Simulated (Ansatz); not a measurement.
Start from `[O]=[Mo](=[O])([OH])[F]` and change one atom or group to get `[CH3][Mo](=[O])(=[O])[OH]`.

Ansatz, PBE0-D4/def2-TZVP geometries, multiplicity 1. Each molecule was computed in one conformer, which needn't be the lowest.

Elements past krypton have def2 core potentials.

| property | `[O]=[Mo](=[O])([OH])[F]` |
| --- | --- |
| HOMO–LUMO gap (PBE/def2-TZVPP) / eV | 4.57 |
| LUMO energy (PBE/def2-TZVPP) / eV | -3.35 |
| LUMO energy (B3LYP/def2-TZVPP) / eV | -2.91 |
| HOMO–LUMO gap (PBE0/def2-TZVPP) / eV | 6.96 |
| size of the dipole moment (B3LYP/def2-TZVPP) / D | 2.84 |
| ideal-gas entropy at 298 K and 1 bar (rigid rotor, harmonic PBE0-D4/def2-TZVP) / J/(mol·K) | 328 |

Task: Give the same properties after the change, and the shifts. (An estimate is asked.)

Result: The calculation gave: 
| property | `[CH3][Mo](=[O])(=[O])[OH]` | shift |
| --- | --- | --- |
| HOMO–LUMO gap (PBE/def2-TZVPP) / eV | 4.24 | -0.33 |
| LUMO energy (PBE/def2-TZVPP) / eV | -3.18 | 0.17 |
| LUMO energy (B3LYP/def2-TZVPP) / eV | -2.65 | 0.26 |
| HOMO–LUMO gap (PBE0/def2-TZVPP) / eV | 6.57 | -0.39 |
| size of the dipole moment (B3LYP/def2-TZVPP) / D | 3.20 | 0.36 |
| ideal-gas entropy at 298 K and 1 bar (rigid rotor, harmonic PBE0-D4/def2-TZVP) / J/(mol·K) | 348 | 20 |

With PBE0 the HOMO rises by 0.63 eV and the LUMO rises by 0.24 eV, so the gap narrows by about 0.39 eV. PBE moves the HOMO by 0.50 eV and ωB97M-V by 0.70 eV. The zero-point energy changes by 86.9 kJ/mol with +9 modes. Dipoles are sizes alone; their direction can turn.

B3LYP here is the variant with VWN-RPA as its local correlation; programs differ in this.
